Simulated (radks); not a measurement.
Results of a calculation; reference values are marked as such.
Spin polarisation of the 4f12 shell in the erbium ion Er2+. Start: [Xe] 4f(up 6, down 6); electrons of 4f are moved from spin down to spin up, other shells keep equal spins. Level of theory: scalar-relativistic Kohn-Sham, r2SCAN, spin-polarised, spherical densities, finite nucleus; meta-GGA in the generalised Kohn-Sham scheme; Fermi nuclear charge, rms radius of each element as measured or else 0.836 A^(1/3) + 0.57 fm (a radial shooting solver on a logarithmic mesh with Libxc functionals).

[
 {"moment (Bohr magnetons)": "0", "E - E(0) (eV)": "0.000", "e(4f up) (eV)": "-17.125", "e(4f down) (eV)": "-17.125", "5p down minus up (eV)": "0.000", "5s down minus up (eV)": "0.000", "4d down minus up (eV)": "0.000"},
 {"moment (Bohr magnetons)": "0.5", "E - E(0) (eV)": "-0.064", "e(4f up) (eV)": "-17.377", "e(4f down) (eV)": "-16.865", "5p down minus up (eV)": "0.170", "5s down minus up (eV)": "0.261", "4d down minus up (eV)": "0.585"},
 {"moment (Bohr magnetons)": "1", "E - E(0) (eV)": "-0.256", "e(4f up) (eV)": "-17.621", "e(4f down) (eV)": "-16.597", "5p down minus up (eV)": "0.341", "5s down minus up (eV)": "0.522", "4d down minus up (eV)": "1.170"},
 {"moment (Bohr magnetons)": "1.5", "E - E(0) (eV)": "-0.576", "e(4f up) (eV)": "-17.858", "e(4f down) (eV)": "-16.321", "5p down minus up (eV)": "0.511", "5s down minus up (eV)": "0.783", "4d down minus up (eV)": "1.755"},
 {"moment (Bohr magnetons)": "2", "E - E(0) (eV)": "-1.025", "e(4f up) (eV)": "-18.086", "e(4f down) (eV)": "-16.038", "5p down minus up (eV)": "0.682", "5s down minus up (eV)": "1.044", "4d down minus up (eV)": "2.339"}
]

At moment 2 the spin-polarisation energy is -1.025 eV and the 4f exchange splitting 2.048 eV, that is 1.024 eV per Bohr magneton; E = -I m^2/4 would give I = 1.025 eV.
